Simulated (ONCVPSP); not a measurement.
Building the ONCV potential for lead (PBE, scalar-relativistic).

Pb, optimised norm-conserving Vanderbilt (ONCV), made with ONCVPSP 4.0.1 (PBE, scalar-relativistic). Core [Xe] 4f14 5d10, reference 6s2 6p2. Waves: 6s: rc 1.80 bohr, ncon 4, nbas 7, qcut 3 1/bohr, 3 projectors, debl 2.1 Ha; 6p: rc 2.40 bohr, ncon 4, nbas 7, qcut 3.6 1/bohr, 3 projectors, debl 2.5 Ha. Local part: polynomial inside 1.35 bohr (lpopt 5, dvloc0 1 Ha). Core correction: Teter function, fcfact 5.25, rcfact 1.65.

All-electron outer shells of the reference configuration (PBE, scalar-relativistic, ld1.x):

```
shell  level (eV)  outermost node (bohr)  outermost maximum (bohr)
   5p      -85.83                   0.49                      0.88
   5d      -21.18                   0.52                      1.07
   6s      -12.04                   1.01                      1.95
   6p       -3.50                   1.18                      2.67
```

What the tests gave:

```json
{
  "Cutoffs needed": "11 Ha and 23 Ha (the cutoffs (Ha) at which the residual kinetic energy of the hardest occupied pseudo-wave falls to 1 and 0.1 mHa per electron) The cutoffs count occupied waves only; projector 3 of the s channel, the hardest unoccupied one, needs 62 Ha at the loose tolerance.",
  "Ghost test": "ghosts flagged at negative energy: s at -131.8 eV; GHOST(+) flagged for s at 27.8 eV, p at 109.4 eV, s at 528.2 eV; a true bound ghost makes a file unfit for plane-wave use",
  "Largest excitation error": "-1358 meV (all-electron minus pseudo) for 6s1 6p0, out of 4 test configurations",
  "rms error of d²Exc/dni dnj": "9.78 mHa without and 4.92 mHa with the model core"
}
```

Generation and tests took about 4.7 s on one core of a shared server CPU.
